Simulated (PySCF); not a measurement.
**Spinor energies of Fe²⁺ (iron, charge +2)**

Start: [Ar] 3d5 4s1; 3d5/2 filled at m_j = -3/2, -1/2, +1/2, +3/2, +5/2; 4s1/2 filled at m_j = +1/2. Calculated with PySCF 2.14 in x2c-SVPall-2c with one added diffuse shell each of s, d type (6s5p4d1f, 48 functions): generalised Hartree-Fock with the X2C-1e Hamiltonian and a Gaussian nucleus; one run each with spin-orbit coupling (SO) switched off, then screened by Boettger's factors. This is a chosen level, not necessarily the ground level.

| spinor shell | electrons | ε, spin-free (eV) | ε, screened SO (eV) | weight of nominal j (screened SO) | rms radius, screened SO (bohr) |
| --- | --- | --- | --- | --- | --- |
| 1s1/2 | 2 | -7201.2 | -7201.2 | 1.000 | 0.0676 |
| 2s1/2 | 2 | -910.81 | -910.80 | 1.000 | 0.288 |
| 2p1/2 | 2 | -776.89 | -785.83 | 0.976 | 0.259 |
| 3s1/2 | 2 | -142.18 | -142.18 | 1.000 | 0.868 |
| 3p1/2 | 2 | -101.20 | -101.77 | 0.663 | 0.927 |
| 3p3/2 | 4 | -101.20 | -100.92 | 0.832 | 0.930 |
| 3d5/2 | 5 | -45.787 | -45.786 | 0.591 | 1.09 |
| 4s1/2 | 1 | -25.721 | -25.721 | 1.000 | 2.83 |

(1) Where does 2p3/2 lie, and what is the 2p spin-orbit splitting (screened SO)?

```json
{"quantity": "E (hartree)", "spin-free": "-1270.24764", "screened SO": "-1270.26156"}
{"quantity": "M_J", "spin-free": "3", "screened SO": "3"}
{"quantity": "⟨J²⟩", "spin-free": "12.000", "screened SO": "12.000"}
{"quantity": "⟨L²⟩", "spin-free": "0.000", "screened SO": "0.002"}
{"quantity": "⟨S²⟩", "spin-free": "12.000", "screened SO": "11.997"}
```

Each row is a mean over spinors that exchange with the open shell spreads, by up to 15.844 eV (3p3/2).

Rows whose weight is well below 1 are mixtures of j = l ± 1/2: exchange outweighs spin-orbit coupling there, and the label is only the starting occupation.

Without spin-orbit coupling the j labels of p, d and f shells carry no meaning; the spin-free column gives the mean over the occupied spinors of each nl shell.

Results:

(1) At -772.49 eV, 13.345 eV above 2p1/2.
